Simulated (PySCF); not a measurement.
C₅H₄OS.
SMILES with atom numbers: `[O:1]=[CH:2][c:3]1[cH:4][cH:5][cH:6][s:7]1` (hydrogens: H8 on C2; H9 on C4; H10 on C5; H11 on C6)

All values: wB97X-D/pcSseg-2 (PySCF, non-relativistic), on one gas-phase PBE0-D3(BJ)/def2-TZVP geometry that isn't relaxed in the solvent. The solvent is an IEF-PCM continuum (cavity from Bondi-type radii × 1.2). Specific hydrogen bonds and non-electrostatic terms are outside this model.

Gas phase at wB97X-D/pcSseg-2: HOMO -9.18 eV, LUMO -0.33 eV, dipole 3.49 D.

Problem. What does the continuum do to the energy, the frontier levels and the dipole at wB97X-D/pcSseg-2 in chloroform?

Solution. 
```csv
solvent,ε,E(solvent) − E(gas) (kcal/mol),polarisation term (kcal/mol),distortion of the solute (kcal/mol),HOMO (eV),LUMO (eV),dipole (D)
chloroform,4.711,-4.33,-4.99,0.66,-9.07,-0.27,4.36
```

The polarisation term is half the interaction of the solute with the surface charges that it induces; the rest is the cost of distorting the solute's density. The sum is the electrostatic part of solvation alone.

Problem. Which radius a makes the point-dipole formula ΔE = −[(ε − 1)/(2ε + 1)]·μ²/a³ give the value in chloroform, with the gas-phase dipole?

Solution. μ = 1.374 au and |ΔE| = 0.00691 Eh give a = 2.43 Å; the farthest nucleus lies 2.95 Å from the centroid of the nuclei, so such a sphere wouldn't even hold the nuclei. The formula assumes a rigid point dipole at the centre of a sphere.

Shape of the structure used: `[O:1]=[CH:2][c:3]1[cH:4][cH:5][cH:6][s:7]1`: O1–C2–C3–C4 -1°.

The pairwise dispersion term of wB97X-D wasn't added to the energies; at a given geometry it leaves orbitals and properties as they are.
